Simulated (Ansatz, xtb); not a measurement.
## Relative energy of two isomers of BCl2H6NSi2

Structure X: `[SiH3]N([SiH3])B(Cl)Cl`, a singlet. Structure Y: `[SiH3]N(BCl)[SiH2]Cl`, a singlet. Both are isolated molecules in the gas phase, relaxed with PBE0-D4/def2-SVP; the shapes shown needn't be the lowest conformers.

X (Å):

```xyz
12

B    -0.1907    1.5812   -0.0771
Cl    0.8657    2.5881   -1.0771
Cl   -1.4736    2.3936    0.8305
N    -0.0175    0.1881   -0.0068
Si   -1.1222   -0.7589    1.0258
Si    1.2977   -0.5581   -0.9540
H    -0.7008   -2.1830    0.9063
H    -2.5280   -0.6169    0.5551
H    -1.0092   -0.3261    2.4463
H     1.2360   -2.0228   -0.6880
H     2.6203   -0.0304   -0.5179
H     1.0992   -0.3098   -2.4090
```

Y (Å):

```xyz
12

B     0.1068   -1.9032    0.4313
Cl   -1.6508   -2.1169    0.4813
Cl    2.8525    0.8071   -0.9285
N     0.6680   -0.6511    0.7556
Si   -0.3793    0.7380    1.1688
Si    2.4069   -0.4333    0.6646
H    -1.2707    1.0821    0.0292
H    -1.1707    0.4423    2.3938
H     0.5561    1.8684    1.4377
H     0.7732   -2.8561    0.1172
H     2.8969    0.2410    1.8942
H     3.0538   -1.7492    0.4464
```

Q: Estimate E(Y) − E(X) at the level CCSD(T)/def2-SVP + ΔMP2/def2-TZVPP.

A: Calculated at CCSD(T)/def2-SVP + ΔMP2/def2-TZVPP: E(Y) − E(X) = −28.8 kJ/mol, so structure Y lies lower.

How the difference moves with the method:

```json
{"level": "GFN2-xTB", "geometry": "GFN2-xTB", "E(Y) − E(X) (kJ/mol)": "−34.4", "departure from the last row (kJ/mol)": "−5.6", "job, with rough time for the two": "optimisation, 0.83 s"}
{"level": "HF/STO-3G", "geometry": "GFN2-xTB", "E(Y) − E(X) (kJ/mol)": "−17.2", "departure from the last row (kJ/mol)": "+11.6", "job, with rough time for the two": "single point, 0.56 s"}
{"level": "r2SCAN-D4/def2-SVP", "geometry": "GFN2-xTB", "E(Y) − E(X) (kJ/mol)": "−6.2", "departure from the last row (kJ/mol)": "+22.6", "job, with rough time for the two": "single point, 6 s"}
{"level": "PBE0-D4/def2-SVP", "geometry": "PBE0-D4/def2-SVP", "E(Y) − E(X) (kJ/mol)": "−11.6", "departure from the last row (kJ/mol)": "+17.2", "job, with rough time for the two": "optimisation, 55 s"}
{"level": "HF/def2-SVP", "geometry": "PBE0-D4/def2-SVP", "E(Y) − E(X) (kJ/mol)": "−26.5", "departure from the last row (kJ/mol)": "+2.3", "job, with rough time for the two": "part of the CCSD(T) run"}
{"level": "MP2/def2-SVP", "geometry": "PBE0-D4/def2-SVP", "E(Y) − E(X) (kJ/mol)": "−9.2", "departure from the last row (kJ/mol)": "+19.6", "job, with rough time for the two": "part of the CCSD(T) run"}
{"level": "CCSD(T)/def2-SVP", "geometry": "PBE0-D4/def2-SVP", "E(Y) − E(X) (kJ/mol)": "−9.7", "departure from the last row (kJ/mol)": "+19.0", "job, with rough time for the two": "single point"}
{"level": "CCSD(T)/def2-SVP + ΔMP2/def2-TZVPP", "geometry": "PBE0-D4/def2-SVP", "E(Y) − E(X) (kJ/mol)": "−28.8", "departure from the last row (kJ/mol)": "", "job, with rough time for the two": "single point, 56 s"}
```

As drawn, Y has 1 Cl–Si, 1 B–H in place of 1 B–Cl, 1 Si–H.

The levels shown agree on the order. The largest departure from CCSD(T)/def2-SVP + ΔMP2/def2-TZVPP is that of r2SCAN-D4/def2-SVP, 22.6 kJ/mol. The last row adds to CCSD(T) the change of the MP2 difference between the two basis sets, here −19.0 kJ/mol, a large step that makes the value less sure.

With thermal terms from frequencies at re-optimised GFN2-xTB minima (ideal gas, soft modes damped towards free rotors, one conformer each, 298.15 K, 1 atm): the zero-point term adds +4.8 kJ/mol; ΔH is −24.5 and ΔG −25.9 kJ/mol.

The correlated steps freeze 22 core orbitals. Codes used: Ansatz 0.2.0, xtb 6.7.1; the last row on 2 threads of Arm Neoverse V2 on a shared host.
